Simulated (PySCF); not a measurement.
Radial density of Cd (cadmium, neutral)

UHF, [Kr] 4d10 5s2, closed-shell 1S. Calculation: PySCF 2.14, in x2c-QZVPPall with one added diffuse shell each of s, p, d, f, g type (14s9p8d5f3g, 143 functions); scalar relativity by spin-free X2C-1e.

| r (bohr) | 4πr²ρ (e/bohr) |
| --- | --- |
| 0.0224 | 61.80 |
| 0.0377 | 53.17 |
| 0.0634 | 64.27 |
| 0.107 | 76.25 |
| 0.179 | 52.66 |
| 0.302 | 62.54 |
| 0.507 | 22.58 |
| 0.854 | 20.48 |
| 1.44 | 8.692 |
| 2.41 | 1.715 |
| 4.06 | 0.3773 |
| 6.83 | 0.02396 |
| 11.5 | 7.177e-05 |

Densities and radii are taken from the X2C orbitals without a picture-change correction, which distorts them close to the nucleus.
